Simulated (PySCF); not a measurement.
WH5, SMILES [WH5] (connectivity only; charge and spin as stated), neutral, multiplicity 2. Atoms are numbered in the order given.

```xyz
6

W      0.0000     0.0000    -0.0187
H     -1.4651     0.0000    -0.9221
H      0.0000     1.4926     0.7826
H      1.4651     0.0000    -0.9221
H      0.0000     0.0000     1.6606
H      0.0000    -1.4926     0.7826
```
Charge 0, spin multiplicity 2.

The structure is a stationary point at B3LYP-D3(BJ)/def2-TZVPD. The spin state was assumed, not searched. The def2 effective core potentials stand for the cores of W; spin–orbit coupling is left out.

All values below come from PySCF with TDA-ωB97X/def2-TZVPD.

Vertical excitations. 

```
state    energy (eV)  λ (nm)      f                                                      main pairs
-------  -----------  ------  -----  --------------------------------------------------------------
root 1          1.51     823  0.000                                                α HOMO→LUMO 95 %
root 2          1.82     680  0.007                                              α HOMO→LUMO+1 94 %
root 3          1.84     675  0.005                                              α HOMO→LUMO+2 94 %
root 4          3.60     344  0.000                                              β HOMO→LUMO+3 93 %
root 5          3.80     326  0.000                            α HOMO−1→LUMO 45 %, β HOMO→LUMO 48 %
root 6          3.87     320  0.000                        α HOMO−1→LUMO+2 41 %, β HOMO→LUMO+1 51 %
root 7          4.00     310  0.000                        α HOMO−1→LUMO+1 52 %, β HOMO→LUMO+2 39 %
root 8          4.21     295  0.008  α HOMO−1→LUMO+2 49 %, β HOMO→LUMO+1 27 %, β HOMO−1→LUMO+3 20 %
root 9          4.33     286  0.011                            α HOMO−1→LUMO 49 %, β HOMO→LUMO 45 %
root 10         4.55     273  0.000   α HOMO−1→LUMO+2 5 %, β HOMO−1→LUMO+3 72 %, β HOMO→LUMO+1 17 %
```
Unrestricted roots are not spin-pure.
